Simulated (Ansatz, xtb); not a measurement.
## Relative energy of two structures of GaH9OSi2

We compare I, a singlet given by its coordinates, with II, a singlet given by its coordinates. Both are isolated molecules in the gas phase, relaxed with PBE0-D4/def2-SVP.

I (Å):

```yaml
atoms:
  - { symbol: Ga, position_ang: [-0.0654, 0.6010, -1.2501] }
  - { symbol: O, position_ang: [2.0375, 0.6127, -0.7747] }
  - { symbol: Si, position_ang: [2.8676, -0.8774, -0.6207] }
  - { symbol: Si, position_ang: [-0.7729, 1.2538, 0.9684] }
  - { symbol: H, position_ang: [4.2440, -0.5333, -0.1623] }
  - { symbol: H, position_ang: [2.8810, -1.5012, -1.9649] }
  - { symbol: H, position_ang: [2.1830, -1.7311, 0.3849] }
  - { symbol: H, position_ang: [2.3382, 1.3564, -0.2386] }
  - { symbol: H, position_ang: [-0.1019, 1.6531, -2.4215] }
  - { symbol: H, position_ang: [-0.0304, -0.9427, -1.6095] }
  - { symbol: H, position_ang: [-0.6211, 0.1545, 1.9801] }
  - { symbol: H, position_ang: [-2.1866, 1.7438, 1.0619] }
  - { symbol: H, position_ang: [0.0966, 2.3792, 1.4685] }
```

Close contacts (Å): Ga1–O2 2.16, Ga1–Si4 2.42, O2–Si3 1.71, Ga1–H9 1.57, Ga1–H10 1.59, O2–H8 0.96, Si3–H5 1.49, Si3–H6 1.48, Si3–H7 1.49, Si4–H11 1.50, Si4–H12 1.50, Si4–H13 1.51.

II (Å):

```json
{"atom": "Ga", "x (Å)": "-0.3263", "y (Å)": "-1.6928", "z (Å)": "-0.9690"}
{"atom": "O", "x (Å)": "-0.0754", "y (Å)": "0.1643", "z (Å)": "0.1353"}
{"atom": "Si", "x (Å)": "-0.3044", "y (Å)": "1.5554", "z (Å)": "-0.8229"}
{"atom": "Si", "x (Å)": "0.5829", "y (Å)": "-0.0607", "z (Å)": "1.6917"}
{"atom": "H", "x (Å)": "-1.5551", "y (Å)": "1.3602", "z (Å)": "-1.5977"}
{"atom": "H", "x (Å)": "-0.4298", "y (Å)": "2.7057", "z (Å)": "0.1185"}
{"atom": "H", "x (Å)": "0.8741", "y (Å)": "1.7431", "z (Å)": "-1.7094"}
{"atom": "H", "x (Å)": "-0.1796", "y (Å)": "-1.1541", "z (Å)": "2.3441"}
{"atom": "H", "x (Å)": "0.4020", "y (Å)": "1.2284", "z (Å)": "2.4201"}
{"atom": "H", "x (Å)": "2.0286", "y (Å)": "-0.3854", "z (Å)": "1.5736"}
{"atom": "H", "x (Å)": "-1.8395", "y (Å)": "-1.9847", "z (Å)": "-0.6445"}
{"atom": "H", "x (Å)": "0.7940", "y (Å)": "-2.4619", "z (Å)": "-0.1593"}
{"atom": "H", "x (Å)": "0.0490", "y (Å)": "-1.0523", "z (Å)": "-2.3657"}
```

Close contacts (Å): Ga1–O2 2.18, O2–Si3 1.70, O2–Si4 1.70, Ga1–H11 1.57, Ga1–H12 1.58, Ga1–H13 1.58, Si3–H5 1.48, Si3–H6 1.49, Si3–H7 1.49, Si4–H8 1.48, Si4–H9 1.49, Si4–H10 1.49.

Q: Estimate E(II) − E(I) at the level CCSD(T)/def2-SVP + ΔMP2/def2-TZVPP.

A: Calculated at CCSD(T)/def2-SVP + ΔMP2/def2-TZVPP: E(II) − E(I) = −18.2 kcal/mol, so structure II lies lower.

How the difference moves with the method:

```tsv
level	geometry	E(II) − E(I) (kcal/mol)	departure from the last row (kcal/mol)	job, with rough time for the two
PBE0-D4/def2-SVP	PBE0-D4/def2-SVP	−12.3	+6.0	optimisation, 2.9 min
HF/def2-SVP	PBE0-D4/def2-SVP	−19.5	−1.3	part of the CCSD(T) run
MP2/def2-SVP	PBE0-D4/def2-SVP	−18.0	+0.2	part of the CCSD(T) run
CCSD(T)/def2-SVP	PBE0-D4/def2-SVP	−16.9	+1.4	single point
CCSD(T)/def2-SVP + ΔMP2/def2-TZVPP	PBE0-D4/def2-SVP	−18.2		single point, 29 s
```

The levels shown agree on the order. The largest departure from CCSD(T)/def2-SVP + ΔMP2/def2-TZVPP is that of PBE0-D4/def2-SVP, 6.0 kcal/mol. A small imaginary or near-zero mode remains, so no thermal terms are given. Levels run at GFN2-xTB geometries aren't shown. The last row adds to CCSD(T) the change of the MP2 difference between the two basis sets, here −1.4 kcal/mol.

The correlated steps freeze 20 core orbitals; the filled d shell of Ga is correlated, in a basis made for valence electrons. Programs: Ansatz 0.2.0, xtb 6.7.1; the last row on 2 threads of Intel(R) Xeon(R) 6975P-C (Granite Rapids) on a shared host.
